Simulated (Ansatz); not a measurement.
ClFH$_{4}$O$_{4}$W, SMILES `[OH][W]([OH])([OH])([OH])([F])[Cl]`. Total charge 0; spin multiplicity 1. Correlated methods include outer-core shells of W, which these sets cover unevenly. W takes the def2 core potential.

```xyz
11

O     0.495   -0.524   -1.800
W     0.097   -0.076   -0.014
O     1.812    0.185    0.643
O    -0.006    1.712   -0.543
O    -1.769   -0.215   -0.091
F     0.209   -1.950    0.213
Cl   -0.414    0.135    2.340
H     0.610   -1.459   -2.005
H     2.045    0.319    1.566
H    -0.749    2.117   -0.998
H    -2.330   -0.245    0.689
```

Give the diagnostics of a CCSD(T)/def2-TZVPP run (frozen core, Ansatz). (Estimate.)

Computed: T1 = 0.0216, largest single amplitude 0.063, largest double 0.025, (T) share of the correlation energy 4.6 %, 14 CCSD cycles. The RHF solution is stable towards an unrestricted one. T1 lies over the customary mark of 0.02 for closed shells; compounds of d metals often pass it without a breakdown.
